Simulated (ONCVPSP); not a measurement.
Building the ONCV potential for silicon (LDA (Perdew-Wang 92), scalar-relativistic).

- Element: silicon (Si)
- Generator: ONCVPSP 4.0.1
- Type: optimised norm-conserving Vanderbilt (ONCV)
- Functional: LDA (Perdew-Wang 92)
- Relativity: scalar-relativistic
- Frozen core: [Ne]
- Valence charge: 4
- Reference configuration: 3s1 (charge +3)
- Partial waves: 3s: rc 1.60 bohr, ncon 4, nbas 9, qcut 3.2 1/bohr, 2 projectors, debl 3.4 Ha; p scattering state at 0.28 Ha: rc 1.35 bohr, ncon 4, nbas 7, qcut 7 1/bohr, 2 projectors, debl 3.9 Ha
- Local potential: polynomial inside 1.10 bohr (lpopt 3, dvloc0 0 Ha)
- Core correction: none

In the p channel the program set the typed energies aside and used 0.050, 3.950 Ha.

(1) Estimate the cutoffs (Ha) at which the residual kinetic energy of the hardest occupied pseudo-wave falls to 1 and 0.1 mHa per electron.

(2) What does a ghost test show?

(3) Tests: 3s2 3p2; 3s2 3p1; 3s2; 3s0 3p4. Which has the largest error in its energy relative to the reference configuration, and how large is it?

## Answers

(1) 43 Ha and 88 Ha.

(2) No bound ghost flagged; GHOST(+) flagged for s at 118.5 eV.

(3) 3s0 3p4, with +563 meV (all-electron minus pseudo) on -44.29 eV.
